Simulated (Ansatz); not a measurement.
Job for Ansatz (a program for electronic structure): U-r2SCAN/def2-TZVPP on CH4Sn (SMILES [CH3][SnH]), a point of a bond scan (R = 2.186 Å). Elements past Kr take the def2 small-core potentials; no spin–orbit coupling.

Ansatz 0.2 input:
```yaml
crystal:
  periodic: [false, false, false]
  atoms:
    - {symbol: Sn, position_ang: [0.00983745, 0.25050043, 0.24518718]}
    - {symbol: H, position_ang: [-0.34594591, 1.41339688, -1.06484958]}
    - {symbol: C, position_ang: [-0.01334196, -1.45640015, -1.15807253]}
    - {symbol: H, position_ang: [1.48783242, -1.13198061, -2.71395371]}
    - {symbol: H, position_ang: [-0.98669425, -1.50317430, -1.65333226]}
    - {symbol: H, position_ang: [0.18357434, -2.40265271, -0.65672900]}
basis:
  gaussian:
    orbitals: def2-TZVPP
hamiltonian:
  xc: {name: r2SCAN}
magnetization: {spin_polarized: true, initial_magnetization: 0}
```

Problem. Give the final energy of this run.

Solution. -254.7060 hartree. Its determinant has ⟨S²⟩ = 0.55, a mixture of spin states.

Problem. How many basis functions does it have, and what does it roughly cost on one machine?

Solution. 137 functions; around 13 core-seconds (rough).
